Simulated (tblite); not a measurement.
Record of a relaxation.

Species: C4H6N2SeSi.
SMILES with atom numbers: `[CH3:1][Si@@:2]([SeH:3])([C:4]#[N:5])[CH2:6][C:7]#[N:8]` (hydrogens: H9, H10, H11 on C1; H12 on Se3; H13, H14 on C6)

Computed with GFN2-xTB (tblite), gas phase: L-BFGS steps from a force-field or distance-geometry start until the largest atomic force falls under 0.01 eV/Å. 10 of its 174 geometries are shown.

Step 0: E = -605.9158 eV, largest atomic force 5.349 eV/Å
```
atom  x, y, z in Å  |  force x, y, z in eV/Å
C1     -1.391    0.274   -1.229   -0.738  -0.119  -0.510
Si2    -0.388    0.305    0.326    1.360   0.418  -0.385
Se3     0.902    2.183    0.517    0.941   0.467   0.505
C4     -1.399    0.247    1.818   -3.008  -0.362   4.408
N5     -2.055    0.217    2.796    2.029   0.132  -3.000
C6      0.818   -1.133    0.238    1.785  -0.589  -0.717
C7      1.834   -0.803   -0.800    0.323   0.069   0.042
N8      2.620   -0.528   -1.603   -1.334  -0.474   1.293
H9     -1.319    1.259   -1.708   -0.482  -0.486  -0.025
H10    -1.003   -0.494   -1.903   -0.071   0.301  -0.057
H11    -2.425   -0.028   -0.966    0.412   0.550  -0.485
H12     2.123    1.829    1.393   -1.075  -0.025  -0.679
H13     1.333   -1.263    1.225   -0.334  -0.194  -0.920
H14     0.349   -2.066   -0.125    0.191   0.311   0.529
```

Step 19: E = -606.4261 eV, largest atomic force 0.159 eV/Å
```
atom  x, y, z in Å  |  force x, y, z in eV/Å
C1     -1.392    0.318   -1.232   -0.044   0.030  -0.025
Si2    -0.299    0.357    0.314   -0.023  -0.065   0.069
Se3     0.863    2.321    0.501    0.101   0.016   0.040
C4     -1.368    0.188    1.848    0.044  -0.032  -0.053
N5     -2.035    0.163    2.777   -0.029  -0.039   0.060
C6      0.901   -1.154    0.259   -0.113   0.080   0.079
C7      1.876   -0.877   -0.746    0.020  -0.068  -0.058
N8      2.625   -0.599   -1.564    0.077  -0.016  -0.039
H9     -1.407    1.283   -1.725    0.011   0.110  -0.038
H10    -1.018   -0.410   -1.945   -0.009  -0.020  -0.051
H11    -2.416    0.062   -0.984   -0.070  -0.050  -0.006
H12     1.926    1.722    1.271   -0.018   0.082  -0.046
H13     1.404   -1.324    1.210   -0.012  -0.003   0.049
H14     0.341   -2.051   -0.007    0.065  -0.026   0.019
```

Step 38: E = -606.4568 eV, largest atomic force 0.049 eV/Å
```
atom  x, y, z in Å  |  force x, y, z in eV/Å
C1     -1.441    0.401   -1.263    0.006   0.000   0.005
Si2    -0.318    0.350    0.267   -0.019  -0.006   0.045
Se3     0.800    2.349    0.454    0.027   0.019   0.002
C4     -1.349    0.084    1.817    0.037   0.005  -0.021
N5     -1.958   -0.048    2.778   -0.020  -0.014   0.001
C6      0.916   -1.132    0.303   -0.017  -0.002   0.006
C7      1.921   -0.985   -0.704   -0.015   0.017   0.008
N8      2.713   -0.831   -1.513    0.011  -0.001  -0.025
H9     -1.472    1.409   -1.665   -0.007   0.011  -0.015
H10    -1.071   -0.257   -2.044    0.006   0.001  -0.021
H11    -2.459    0.107   -1.026    0.010  -0.023   0.009
H12     1.930    1.813    1.162   -0.001   0.006  -0.010
H13     1.404   -1.194    1.278   -0.003  -0.002   0.014
H14     0.382   -2.067    0.133   -0.014  -0.011   0.003
```

Step 58: E = -606.4608 eV, largest atomic force 0.051 eV/Å
```
atom  x, y, z in Å  |  force x, y, z in eV/Å
C1     -1.423    0.405   -1.255   -0.003   0.009  -0.010
Si2    -0.308    0.382    0.281   -0.050   0.001   0.010
Se3     0.826    2.374    0.439    0.009  -0.001   0.021
C4     -1.353    0.080    1.813    0.019   0.015  -0.004
N5     -1.979   -0.116    2.751   -0.020   0.010   0.018
C6      0.901   -1.117    0.323    0.008  -0.023  -0.009
C7      1.893   -0.990   -0.698    0.011  -0.043   0.021
N8      2.672   -0.865   -1.526    0.009   0.024  -0.014
H9     -1.533    1.421   -1.625   -0.006  -0.003   0.000
H10    -0.995   -0.194   -2.055   -0.016   0.018   0.001
H11    -2.417    0.022   -1.036    0.036  -0.015  -0.011
H12     1.976    1.831    1.110   -0.006   0.002  -0.013
H13     1.391   -1.191    1.296    0.031   0.025  -0.001
H14     0.347   -2.042    0.159   -0.021  -0.019  -0.010
```

Step 77: E = -606.4821 eV, largest atomic force 0.163 eV/Å
```
atom  x, y, z in Å  |  force x, y, z in eV/Å
C1     -1.373    0.422   -1.258   -0.088  -0.071   0.013
Si2    -0.320    0.383    0.315   -0.016   0.020   0.054
Se3     0.805    2.375    0.601   -0.014  -0.046  -0.001
C4     -1.414    0.103    1.813   -0.074   0.002   0.145
N5     -2.066   -0.044    2.743    0.054   0.004  -0.107
C6      0.883   -1.122    0.370    0.043   0.015   0.007
C7      1.820   -1.043   -0.705   -0.034  -0.033   0.074
N8      2.555   -0.956   -1.575    0.085   0.041  -0.112
H9     -1.828    1.400   -1.392    0.020   0.003  -0.017
H10    -0.751    0.214   -2.124   -0.022   0.021  -0.063
H11    -2.174   -0.314   -1.227    0.075   0.036  -0.017
H12     2.093    1.778    0.819    0.020  -0.014  -0.016
H13     1.430   -1.134    1.314    0.011  -0.005   0.026
H14     0.337   -2.061    0.283   -0.061   0.028   0.014
```

Step 96: E = -606.4981 eV, largest atomic force 0.060 eV/Å
```
atom  x, y, z in Å  |  force x, y, z in eV/Å
C1     -1.335    0.433   -1.255    0.035   0.048  -0.006
Si2    -0.329    0.394    0.355    0.001   0.009   0.006
Se3     0.872    2.323    0.744    0.013  -0.027  -0.003
C4     -1.467    0.133    1.821   -0.010  -0.040   0.002
N5     -2.159   -0.038    2.716   -0.003   0.022  -0.001
C6      0.875   -1.111    0.424   -0.007  -0.013   0.010
C7      1.770   -1.064   -0.688   -0.030  -0.006   0.029
N8      2.463   -0.982   -1.594    0.039   0.016  -0.029
H9     -2.026    1.272   -1.257   -0.011  -0.017   0.005
H10    -0.673    0.550   -2.110    0.020  -0.006  -0.008
H11    -1.908   -0.478   -1.399   -0.022  -0.004   0.023
H12     2.146    1.707    0.481   -0.018   0.026  -0.028
H13     1.455   -1.095    1.349   -0.004  -0.004   0.000
H14     0.314   -2.045    0.390   -0.003  -0.005  -0.002
```

Step 115: E = -606.5107 eV, largest atomic force 0.089 eV/Å
```
atom  x, y, z in Å  |  force x, y, z in eV/Å
C1     -1.290    0.452   -1.220   -0.011   0.028   0.008
Si2    -0.315    0.360    0.406    0.006   0.000   0.005
Se3     0.897    2.276    0.814    0.024  -0.015   0.027
C4     -1.502    0.123    1.837   -0.026   0.003   0.069
N5     -2.241   -0.004    2.701    0.060   0.003  -0.065
C6      0.867   -1.167    0.451    0.006   0.004  -0.018
C7      1.772   -1.074   -0.651    0.005   0.012   0.003
N8      2.472   -0.937   -1.546   -0.006  -0.003   0.026
H9     -2.011    1.264   -1.193   -0.026   0.017   0.022
H10    -0.616    0.645   -2.050    0.005  -0.065  -0.028
H11    -1.833   -0.468   -1.419    0.020   0.000  -0.033
H12     2.056    1.816    0.097   -0.029   0.001  -0.006
H13     1.440   -1.193    1.380   -0.022   0.010  -0.011
H14     0.300   -2.094    0.371   -0.004   0.005   0.000
```

Step 135: E = -606.5174 eV, largest atomic force 0.037 eV/Å
```
atom  x, y, z in Å  |  force x, y, z in eV/Å
C1     -1.283    0.461   -1.210    0.008  -0.007   0.016
Si2    -0.305    0.347    0.416    0.003  -0.011   0.006
Se3     0.911    2.243    0.890   -0.014   0.007   0.016
C4     -1.479    0.111    1.856    0.016   0.002  -0.010
N5     -2.206   -0.023    2.728   -0.007  -0.005   0.015
C6      0.853   -1.199    0.434   -0.009   0.005  -0.003
C7      1.816   -1.066   -0.613    0.022   0.006  -0.016
N8      2.562   -0.901   -1.465   -0.024   0.006   0.028
H9     -1.899    1.356   -1.230   -0.005   0.003   0.001
H10    -0.604    0.504   -2.057    0.003  -0.006  -0.013
H11    -1.936   -0.397   -1.343   -0.006   0.000  -0.014
H12     1.915    1.955   -0.095    0.023  -0.013  -0.017
H13     1.375   -1.280    1.389   -0.009   0.006  -0.012
H14     0.279   -2.112    0.277   -0.002   0.007   0.005
```

Step 154: E = -606.5187 eV, largest atomic force 0.020 eV/Å
```
atom  x, y, z in Å  |  force x, y, z in eV/Å
C1     -1.296    0.453   -1.218    0.014  -0.004   0.000
Si2    -0.321    0.350    0.409    0.004  -0.012   0.000
Se3     0.909    2.240    0.865    0.007   0.009  -0.002
C4     -1.467    0.104    1.869    0.007   0.005  -0.007
N5     -2.166   -0.041    2.762   -0.017  -0.002   0.011
C6      0.841   -1.193    0.424   -0.010   0.006   0.008
C7      1.822   -1.029   -0.600    0.005   0.000  -0.004
N8      2.581   -0.825   -1.431    0.000  -0.003   0.006
H9     -1.861    1.378   -1.272   -0.017   0.006  -0.001
H10    -0.613    0.430   -2.064   -0.003   0.002  -0.004
H11    -1.992   -0.374   -1.327   -0.006   0.000   0.004
H12     1.946    1.898   -0.069    0.001  -0.004   0.001
H13     1.343   -1.286    1.389    0.003  -0.009  -0.005
H14     0.273   -2.106    0.241    0.011   0.006  -0.005
```

Step 173: E = -606.5196 eV, largest atomic force 0.009 eV/Å
```
atom  x, y, z in Å  |  force x, y, z in eV/Å
C1     -1.324    0.446   -1.208    0.000   0.004  -0.001
Si2    -0.318    0.352    0.402   -0.004  -0.005   0.003
Se3     0.928    2.239    0.827    0.002   0.003  -0.003
C4     -1.466    0.115    1.862    0.003   0.001  -0.002
N5     -2.179   -0.025    2.745    0.004   0.001   0.004
C6      0.845   -1.189    0.411   -0.004  -0.001  -0.001
C7      1.854   -1.000   -0.581    0.004  -0.002   0.000
N8      2.636   -0.777   -1.386    0.000   0.001   0.006
H9     -1.886    1.375   -1.257   -0.005  -0.005  -0.003
H10    -0.663    0.412   -2.071    0.001   0.002   0.001
H11    -2.029   -0.376   -1.291    0.002   0.002  -0.001
H12     1.995    1.835   -0.048   -0.002   0.002   0.002
H13     1.321   -1.307    1.386    0.005   0.001   0.000
H14     0.286   -2.098    0.189   -0.007  -0.004  -0.005
```

Q: Summarise the path.

A: The energy falls by 13.92 kcal/mol from step 0 to step 173; nine tenths of that is first reached at step 50. It rises by more than 0.2 meV at steps 1, 65, 94 and 97. The largest force goes from 5.349 to 0.009 eV/Å. Among the bonds Se3–H12 changes most, from 1.543 to 1.437 Å; the atoms move by 0.572 Å rms after alignment.

The cost below is that of the whole relaxation. Time: 1.4 s wall. Hardware: one thread, Arm Neoverse V1 (aarch64), no GPU (shared host).
